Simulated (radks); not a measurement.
Values are calculated unless marked as measured or tabulated.
Task: The mean radii <r> (bohr) of the occupied orbitals of an atom or ion are listed with their occupations. Level of theory: scalar-relativistic Kohn-Sham, PBE, spin-unpolarised, spherical densities, point nucleus (a radial shooting solver on a logarithmic mesh with Libxc functionals).

orbital  occ.      <r>
1s          2  0.02666
2s          2   0.1146
2p          6   0.1003
3s          2   0.3064
3p          6   0.3044
3d         10   0.2809
4s          2   0.7166
4p          6   0.7647
4d         10   0.8760
5s          2    1.825
5p          5    2.188

Name the element and its charge.

Result: Z = 54, xenon, charge +1: Xe+ in [Kr] 4d10 5s2 5p5. The 1s radius gives Z: for a bare nucleus <r> = (2 gamma + 1)/(2Z) with gamma = sqrt(1 - (Z/c)^2), 0.02628 bohr for Z = 54, and screening makes it slightly larger (0.02666 here). The occupations add up to 53, and the charge is Z minus that.
